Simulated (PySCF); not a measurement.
## CuB from Hartree–Fock to correlated methods

State: ¹Σ⁺ (singlet), closed shell. Set-up: Cu def2-TZVPP, B def2-TZVPP; no relativity (PySCF 2.14). De refers to Cu (3d10 4s1) + B in their high-spin ground configurations, without counterpoise correction. A positive dipole means Cu(−)B(+).

```csv
Level,Re (Å),ωe (cm⁻¹),De (eV),μ (D),"CPU s a point (SCF and correlation, without the integrals)"
RHF,2.190,386,n/a,-3.82,0.76
RHF-MP2,1.863,544,n/a,n/a,1.3
RHF-SCS-MP2,1.912,500,n/a,n/a,n/a
RHF-CCSD,1.992,454,1.69,n/a,n/a
RHF-CCSD(T),1.930,503,2.09,n/a,52
PBE,1.920,540,2.74,-1.23,1.7
r²SCAN,1.908,552,2.49,-1.44,2.7
M06-L,1.924,530,2.59,-1.41,2.8
r²SCANh,1.921,536,2.23,-1.64,3.5
PBE0,1.957,500,2.07,-1.82,4.3
r²SCAN0,1.947,509,1.89,-1.95,3.5
B97-3,1.986,474,2.05,-1.87,2
LC-ωPBE,1.947,519,1.81,-2.99,3.1
```

(1) Which functional lies closest to RHF-CCSD(T) in De, which farthest, and by how much do they differ from it?

(2) What does a quarter of exact exchange do here, going from PBE to PBE0?

(3) What does the step from GGA to meta-GGA do here, going from PBE to r²SCAN?

Correlated steps freeze 6 core orbitals. Where the molecule has an RHF reference, its open-shell atoms are computed with UHF. The CCSD T1 diagnostic is raised, a sign that a single reference may not be enough here.

The whole job (state search and all levels along the bond) took about 15 min on 1 thread of Arm Neoverse V1 (shared host), peak memory 2.7 GiB.

Answers

(1) Closest is PBE0 (+2.7 pm in Re, -0.6 % in ωe, -0.02 eV in De against RHF-CCSD(T) in the same basis), farthest PBE (-1.0 pm in Re, +7.4 % in ωe, +0.65 eV in De). CCSD(T) converges more slowly with the basis than the functionals do and binds too weakly in this one, so the order can change at the basis-set limit.

(2) PBE0 less PBE: +3.7 pm in Re, -7.4 % in ωe, -0.67 eV in De. Exact exchange removes part of the self-interaction that spreads semilocal densities, and in most molecules shortens and stiffens the bond and lowers De; here Re and ωe go the other way.

(3) r²SCAN less PBE: -1.2 pm in Re, +2.2 % in ωe, -0.25 eV in De.
